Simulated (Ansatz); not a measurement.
Z-matrix (Å, degrees):
```
Si
C 1 1.874
B 1 2.013 2 109.4
H 1 1.495 2 108.8 3 122.9
H 1 1.498 2 113.2 3 -119.2
Al 2 1.949 1 107.5 3 -57.5
H 2 1.093 1 112.5 3 176.9
H 2 1.099 1 107.3 3 58.5
H 3 1.200 1 119.0 2 -49.7
H 3 1.196 1 124.0 2 134.8
C 6 1.959 2 117.1 1 38.0
H 6 1.590 2 122.9 1 -139.2
H 11 1.100 6 114.7 2 19.7
H 11 1.095 6 112.1 2 140.5
H 11 1.096 6 110.3 2 -101.1
```

The species carries charge 0 and has multiplicity 1.

Question: List the PBE0/def2-TZVPP orbital energies in eV (Ansatz). (Best estimate.)

Answer: The calculation gave: Occupied: -1801.97, -1527.45, -277.68, -277.55, -184.89, -144.34, -113.36, -99.00, -98.99, -98.97, -73.50, -73.26, -73.26, -19.42, -19.02, -15.00, -13.15, -11.60, -11.39, -11.23, -11.19, -9.97, -9.78, -8.89, -8.19, -8.00, -7.76. Lowest empty: -2.00, -1.10, 0.39, 0.85, 1.73, 1.74, 1.91, 2.10.
